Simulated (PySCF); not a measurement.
Heteronuclear NMR

Structure with atom numbers: `[CH3:1][C:2]#[C:3]/[CH:4]=[N:5]\[SiH2:6][C:7]#[N:8]`. Hydrogens are named by the atom that carries them.

PySCF calculation with coordinates at the GFN2-xTB level and GIAO PBE0/pcSseg-1 shieldings; non-relativistic, single conformer, averaged over atoms made equivalent by symmetry, fast rotation or ring inversion, gas phase.

(1) What are the $^{29}$Si shifts?

(2) Where does $^{15}$N resonate?

Results:

(1) 
```csv
atoms,environment,σ (ppm),δ (ppm)
Si6,"silicon bonded to C, N, 2 H",427.1,-71.1
```

Shieldings were converted by a linear fit to measured shifts: $^{29}$Si: δ = 279.94 − 0.822σ (rms 8.9 ppm, 72 shifts, 25.8 ppm with the 6 outliers that the fit left out vs TMS, solution or neat liquid). A few per cent of atoms miss by over 2 rms, more outside the fitted compound classes.

On a 400 MHz spectrometer $^{29}$Si resonates near 79.5 MHz, so 1 ppm is 79.5 Hz.

(2) 
```csv
atoms,environment,σ (ppm),δ (ppm)
N5,imine nitrogen,-109.0,-47.6
N8,nitrile nitrogen,-87.3,-67.6
```

Shieldings were converted by a linear fit to measured shifts: $^{15}$N (scatter 6.3 ppm rms vs CH3NO2, solution or neat liquid). Occasional misses reach two or three times the rms, and more in compound classes unlike the fitted ones.

On a 300 MHz spectrometer $^{15}$N resonates near 30.4 MHz, so 1 ppm is 30.4 Hz.
